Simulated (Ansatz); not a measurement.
Q: Predict a relaxed structure of the cluster GaP₂⁻ (the lowest singlet isomer of a short search), charge -1, singlet, at r2SCAN-D4/def2-TZVPD (Ansatz).

A: 
```xyz
3

Ga    1.0070   -0.8366    0.6905
P    -0.9739    0.5894    0.5480
P    -0.0331    0.2472   -1.2385
```
Point group C2v (tolerance 0.1 Å). This is one stationary point.

The highest occupied level of the charge -1 singlet lies above zero (up to 0.44 eV). By energy differences its removal costs 1.96 eV (vertical, to the charge 0 doublet, at r2SCAN-D4/def2-TZVPD); a positive level beside a positive removal energy at the same level points to self-interaction error. The structure comes from a short search, and lower isomers may exist.
